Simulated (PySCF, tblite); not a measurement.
Isomers of C4H8O2SSi2. Computed with GFN2-xTB (tblite): harmonic, unscaled wavenumbers at the GFN2-xTB geometry, gas phase. Errors from tens to a few hundred cm⁻¹ against measured bands are possible. Modes of hydrogen on silicon can be 10 to 20 % off. One conformer each.

Electronic energies: PBE0/pcSseg-1 single points on the GFN2-xTB geometries (PySCF, gas phase).

```json
{"SMILES": "C=C1[Si@@H](O)C([SiH3])=C[S@]1=O", "electronic energy, lowest = 0 (kJ/mol)": "219.3"}
{"SMILES": "C#CC(=O)O[Si@H](C)S[SiH3]", "electronic energy, lowest = 0 (kJ/mol)": "0.0"}
{"SMILES": "O=C=C(C=O)S[SiH2]C[SiH3]", "electronic energy, lowest = 0 (kJ/mol)": "123.7"}
```

How do GFN2-xTB zero-point energies change the relative energies?

```tsv
SMILES	ZPE (kJ/mol)	of it from modes above 1550 cm⁻¹	electronic (kJ/mol)	with ZPE, lowest = 0 (kJ/mol)	lowest mode (cm⁻¹)	rings
C#CC(=O)O[Si@H](C)S[SiH3]	273.1	154.2	0.0	0.0	25	0
O=C=C(C=O)S[SiH2]C[SiH3]	268.3	143.5	123.7	118.9	1i	0
C=C1[Si@@H](O)C([SiH3])=C[S@]1=O	272.1	151.2	219.3	218.3	40	1
```

The zero-point energies span 4.8 kJ/mol, from `O=C=C(C=O)S[SiH2]C[SiH3]` to `C#CC(=O)O[Si@H](C)S[SiH3]`. Slightly imaginary modes are left out of the zero-point energy: `O=C=C(C=O)S[SiH2]C[SiH3]` 1.3i cm⁻¹. The order is unchanged.

And how do the electronic energies of GFN2-xTB itself compare?

`C#CC(=O)O[Si@H](C)S[SiH3]` 0.0; `O=C=C(C=O)S[SiH2]C[SiH3]` 178.4; `C=C1[Si@@H](O)C([SiH3])=C[S@]1=O` 214.9 kJ/mol, lowest = 0. Against the energies above, taken from the same isomer `C#CC(=O)O[Si@H](C)S[SiH3]`, the largest difference is 54.7 kJ/mol.
